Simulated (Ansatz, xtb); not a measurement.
Relative energy of two isomers of C2H7AlBe

Structure I: `[BeH][CH2][AlH][CH3]`, a singlet. Structure II: `[CH3][Be][CH2][AlH2]`, a singlet. Both are isolated molecules in the gas phase, relaxed with B3LYP-D3(BJ)/def2-SVP; the shapes shown needn't be the lowest conformers.

I (Å):

```yaml
atoms:
  - { symbol: C, position_ang: [-0.3074, -0.8976, 1.1117] }
  - { symbol: C, position_ang: [0.1609, 2.4888, 1.1471] }
  - { symbol: Al, position_ang: [-0.8889, 0.9046, 0.6569] }
  - { symbol: Be, position_ang: [0.6498, -1.6712, 0.0010] }
  - { symbol: H, position_ang: [1.4201, -2.2605, -0.9103] }
  - { symbol: H, position_ang: [0.2555, -0.8532, 2.0663] }
  - { symbol: H, position_ang: [-1.2086, -1.5255, 1.2653] }
  - { symbol: H, position_ang: [-2.2378, 1.0941, -0.1686] }
  - { symbol: H, position_ang: [1.0890, 2.2506, 1.6922] }
  - { symbol: H, position_ang: [-0.4323, 3.1731, 1.7804] }
  - { symbol: H, position_ang: [0.4373, 3.0714, 0.2496] }
```

II (Å):

```json
{"atom": "C", "x (Å)": "-1.5485", "y (Å)": "1.1808", "z (Å)": "0.8680"}
{"atom": "C", "x (Å)": "1.4011", "y (Å)": "-0.1534", "z (Å)": "1.6910"}
{"atom": "Al", "x (Å)": "1.6938", "y (Å)": "-1.9629", "z (Å)": "1.0608"}
{"atom": "Be", "x (Å)": "-0.0626", "y (Å)": "0.5309", "z (Å)": "1.2935"}
{"atom": "H", "x (Å)": "-1.7763", "y (Å)": "2.1109", "z (Å)": "1.4209"}
{"atom": "H", "x (Å)": "-2.3855", "y (Å)": "0.4853", "z (Å)": "1.0661"}
{"atom": "H", "x (Å)": "-1.6010", "y (Å)": "1.4354", "z (Å)": "-0.2072"}
{"atom": "H", "x (Å)": "2.1906", "y (Å)": "0.5048", "z (Å)": "1.2761"}
{"atom": "H", "x (Å)": "1.4770", "y (Å)": "-0.1399", "z (Å)": "2.7968"}
{"atom": "H", "x (Å)": "2.3311", "y (Å)": "-2.2248", "z (Å)": "-0.3727"}
{"atom": "H", "x (Å)": "1.2493", "y (Å)": "-3.2072", "z (Å)": "1.9463"}
```

Question: Which of the two would you expect CCSD(T)/def2-TZVP electronic energies to favour?

Answer: Too close to call at this level: CCSD(T)/def2-TZVP gives E(II) − E(I) = −1.63 kcal/mol.

The same difference at several levels:

| level | geometry | E(II) − E(I) (kcal/mol) | departure from the last row (kcal/mol) | job, with rough time for the two |
| --- | --- | --- | --- | --- |
| B3LYP-D3(BJ)/def2-SVP | B3LYP-D3(BJ)/def2-SVP | −2.37 | −0.73 | optimisation, 98 s |
| HF/def2-TZVP | B3LYP-D3(BJ)/def2-SVP | −2.17 | −0.54 | part of the CCSD(T) run |
| MP2/def2-TZVP | B3LYP-D3(BJ)/def2-SVP | −1.46 | +0.17 | part of the CCSD(T) run |
| CCSD(T)/def2-TZVP | B3LYP-D3(BJ)/def2-SVP | −1.63 |  | single point, 46 s |

As drawn, II has 1 C–Be, 1 Al–H in place of 1 C–Al, 1 Be–H.

The largest departure from CCSD(T)/def2-TZVP is that of B3LYP-D3(BJ)/def2-SVP, 0.73 kcal/mol. Levels run at GFN2-xTB geometries aren't shown.

With harmonic frequencies from B3LYP-D3(BJ)/def2-SVP (ideal gas, rigid rotor, one conformer each, 600 K, 1 atm): on the last row, ΔE + ΔZPE = −1.72 kcal/mol. A mode under 50 cm⁻¹ makes harmonic enthalpies and free energies unreliable, so none is given.

The correlated steps freeze 7 core orbitals; the last core shell of Be is correlated, in a basis made for valence electrons. Codes used: Ansatz 0.2.0; the last row on 2 threads of Arm Neoverse V1 on a shared host.
